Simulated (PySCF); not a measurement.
C3H5BFNO, SMILES CN1C=C(F)B1O.

Geometry: B3LYP-D3(BJ)/def2-SVP. This is a generated structure with no PubChem entry under its InChIKey; it may be hypothetical. Other conformers were not sampled.

Two levels are set side by side: PBE/def2-TZVP (PySCF) and r2SCAN/def2-TZVP (PySCF). Same geometry, gas phase. Differences are taken from unrounded values.

| quantity | r2SCAN |
|---|---|
| orbital gap (eV) | 3.36 |
| highest occupied level (eV) | -5.01 |
| lowest empty level (eV) | -1.65 |
| dipole moment (D) | 2.93 |
| mean polarisability (bohr³) | 59.4 |

### Question
What does PBE give, and how far is it from r2SCAN? (Estimate from the structure and the level; the computed values follow.)

### Answer

```tsv
quantity	PBE	PBE minus r2SCAN
orbital gap (eV)	2.94	-0.42
highest occupied level (eV)	-4.81	0.20
lowest empty level (eV)	-1.86	-0.21
dipole moment (D)	2.84	-0.09
mean polarisability (bohr³)	61.1	1.7
```

Rough cost on one machine, each run with all the roots and properties that it gave: r2SCAN against PBE about 4 times.
